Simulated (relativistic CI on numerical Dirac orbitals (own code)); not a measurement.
## Electric-dipole lines of Te¹⁸⁺

Computed by Dirac-Coulomb-Breit CI, separate exchange-only KLI orbitals for each configuration, model QED (radiative potential, 1s self-energy scaled to tabulated hydrogen-like ionisation energies), unscaled Slater integrals (own radial code, finite nucleus).

Configurations in the expansion (outside the closed core [Ar] 3d10): 4s²4p⁴, 4s4p⁵, 4p⁶, 4s²4p³4d, 4s4p⁴4d, 4s²4p³4f, 4s4p⁴4f, 4p⁵4d, 4s4p³4d², 4s²4p²4d4f, 4s²4p³5s, 4p⁵4f, 4p⁴4d², 4p³4d³, 4p³4d²4f, 4p³4d²5s. Double excitations out of closed p, d and f shells are left out; levels of such configurations are missing from the list, as are those of other unlisted configurations, and high levels can miss mixing partners.

```tsv
λ vac (nm)	Lower	Upper	A (s⁻¹)	E lower (cm⁻¹)	E upper (cm⁻¹)
11.195	4s4p⁵ ³P°2 [6]	4s4p⁴4d ³P2 [94]	3.72e+11	459602	1352834
11.214	4s4p⁵ ³P°2 [6]	4s4p⁴4d ¹F3 [93]	1.72e+11	459602	1351363
11.304	4s4p⁵ ³P°1 [7]	4s4p⁴4d ³P2 [97]	2.33e+11	498699	1383376
11.366	4s4p⁵ ³P°2 [6]	4s4p⁴4d ³D3 [92]	2.51e+11	459602	1339455
11.373	4s4p⁵ ³P°1 [7]	4s4p⁴4d ³P1 [96]	2.71e+11	498699	1377991
11.374	4s4p⁵ ¹P°1 [10]	4s4p⁴4d ¹D2 [112]	2.26e+11	604929	1484152
11.963	4s²4p⁴ ³P1 [3]	4s²4p³4d ³D°2 [45]	1.92e+11	93921	929854
12.001	4s²4p⁴ ³P2 [1]	4s²4p³4d ³D°3 [37]	5.05e+11	0	833269
12.019	4s4p⁵ ³P°2 [6]	4s4p⁴4d ³S1 [82]	2.48e+11	459602	1291641
12.108	4s²4p⁴ ¹D2 [4]	4s²4p³4d ¹F°3 [46]	5.71e+11	117401	943296
12.142	4s²4p⁴ ³P0 [2]	4s²4p³4d ¹P°1 [40]	3.90e+11	42036	865601
12.308	4s²4p⁴ ¹D2 [4]	4s²4p³4d ³D°2 [45]	2.75e+11	117401	929854
12.353	4s²4p⁴ ³P2 [1]	4s²4p³4d ³P°2 [35]	3.41e+11	0	809496
12.360	4s²4p³4d ³F°2 [18]	4s²4p³4f ³G3 [115]	1.66e+11	684662	1493698
12.360	4s²4p⁴ ³P2 [1]	4s²4p³4d ³P°1 [34]	2.99e+11	0	809034
12.381	4s²4p⁴ ³P1 [3]	4s²4p³4d ³D°1 [44]	3.80e+11	93921	901592
12.430	4s²4p³4d ⁵D°2 [9]	4s²4p³4f ⁵F3 [101]	1.93e+11	602703	1407238
12.518	4s²4p⁴ ³P2 [1]	4s²4p³4d ³D°3 [33]	6.15e+10	0	798859
12.535	4s²4p⁴ ³P1 [3]	4s²4p³4d ³P°0 [43]	4.73e+11	93921	891707
12.562	4s²4p³4d ⁵D°3 [11]	4s²4p³4f ⁵F4 [99]	1.94e+11	608193	1404246
12.659	4s²4p³4d ⁵D°2 [15]	4s²4p³4f ³F3 [106]	1.92e+11	639157	1429124
12.821	4s²4p³4d ⁵D°4 [14]	4s²4p³4f ⁵F5 [100]	2.15e+11	624530	1404493
12.862	4s²4p³4d ³G°4 [22]	4s²4p³4f ³H5 [113]	1.61e+11	710956	1488459
12.878	4s²4p⁴ ³P1 [3]	4s²4p³4d ³D°2 [41]	2.67e+11	93921	870449
12.967	4s²4p³4d ³G°5 [26]	4s²4p³4f ³H6 [118]	1.71e+11	740150	1511323
12.994	4s²4p³4d ³F°4 [38]	4s²4p³4f ³G5 [139]	1.88e+11	848100	1617670
13.023	4s²4p³4d ³G°3 [16]	4s²4p³4f ³F4 [107]	1.33e+11	671762	1439626
13.030	4s²4p⁴ ¹S0 [5]	4s²4p³4d ¹P°1 [47]	4.49e+11	236552	1004017
13.279	4s²4p⁴ ¹D2 [4]	4s²4p³4d ³D°2 [41]	1.17e+11	117401	870449
14.031	4s²4p⁴ ¹D2 [4]	4s²4p³4d ³S°1 [36]	1.90e+11	117401	830103
```

Terms are leading LS components. Brackets give the number of a level in order of energy, since labels repeat. The list gives strong lines, with weight on those to low levels, without lines whose two gauges differ by over a factor of 2.5, among the lowest 200 of 3065 levels, so that lines to higher ones, which can be the strongest, are missing. Levels whose partners in the same complex of configurations lie outside the list can be far off, and so can their lines. Rates are taken at the computed energies, electric ones in the length gauge.

At this charge energies of transitions that change n are usually good to better than 1 %, and those within a shell (Δn = 0) to a few per cent.

LS names give the leading component of a level, which can be under half, so a name can repeat, a term be missing and a line seem to break the LS rules.
